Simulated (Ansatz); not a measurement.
One change: `[CH3][Ga]([CH3])[OH]` becomes `[CH3][Ga]([CH3])[SeH]`.

Ansatz, PBE0-D4/def2-TZVP geometries, multiplicity 1. Each molecule was computed in one conformer, which needn't be the lowest.

Scalar relativity is left out up to krypton.

```
                                      property  `[CH3][Ga]([CH3])[OH]`
          HOMO–LUMO gap (PBE0/def2-TZVPP) / eV                    7.53
       HOMO–LUMO gap (ωB97M-V/def2-TZVPP) / eV                   11.39
           LUMO energy (B3LYP/def2-TZVPP) / eV                   -0.50
         LUMO energy (ωB97M-V/def2-TZVPP) / eV                    1.45
         HOMO–LUMO gap (B3LYP/def2-TZVPP) / eV                    7.00
size of the dipole moment (PBE/def2-TZVPP) / D                    1.70
```

Q: What does the change do to each property? (Estimate.)

A: Computed: 
| property | `[CH3][Ga]([CH3])[SeH]` | shift |
| --- | --- | --- |
| HOMO–LUMO gap (PBE0/def2-TZVPP) / eV | 6.25 | -1.28 |
| HOMO–LUMO gap (ωB97M-V/def2-TZVPP) / eV | 10.06 | -1.33 |
| LUMO energy (B3LYP/def2-TZVPP) / eV | -0.96 | -0.46 |
| LUMO energy (ωB97M-V/def2-TZVPP) / eV | 0.96 | -0.49 |
| HOMO–LUMO gap (B3LYP/def2-TZVPP) / eV | 5.76 | -1.24 |
| size of the dipole moment (PBE/def2-TZVPP) / D | 1.80 | 0.10 |

With PBE0 the HOMO rises by 0.76 eV and the LUMO falls by 0.51 eV, so the gap narrows by about 1.27 eV. PBE moves the HOMO by 0.58 eV and ωB97M-V by 0.84 eV. Dipoles are sizes alone; their direction can turn.

B3LYP here is the variant with VWN-RPA as its local correlation; programs differ in this.

Spin–orbit coupling is left out; it splits and shifts lone-pair levels of the heavy atoms by tenths of an eV.
